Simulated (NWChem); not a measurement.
System: H$_{2}$TeS$_{2}$; SMILES S[Te]S

Input file for NWChem:

```
start job
memory heap 200 mb stack 900 mb global 1100 mb
geometry units angstroms noautoz
  Te     0.000000     0.000000     0.559981
  S      1.926552    -0.038278    -0.932716
  H      2.029669     1.312883    -1.102511
  S     -1.926552     0.038278    -0.932716
  H     -2.029669    -1.312883    -1.102511
end
basis spherical
  * library sto-3g
end
dft
  xc hfexch
  iterations 150
  mulliken
end
task dft energy
```

Geometry: optimised at PBE-D3(BJ)/def2-SVP (def2 core potentials past Kr).

What results follow from this input? (Hartree-Fock/STO-3G, non-relativistic.) Quantities: basis functions; energy (Ha); highest occupied level (eV); orbital gap (eV); dipole (D).


* **number of basis functions**: 47
* **energy (Ha)**: -7334.66
* **highest occupied level (eV)**: -6.47
* **orbital gap (eV)**: 12.75
* **dipole (D)**: 1.41
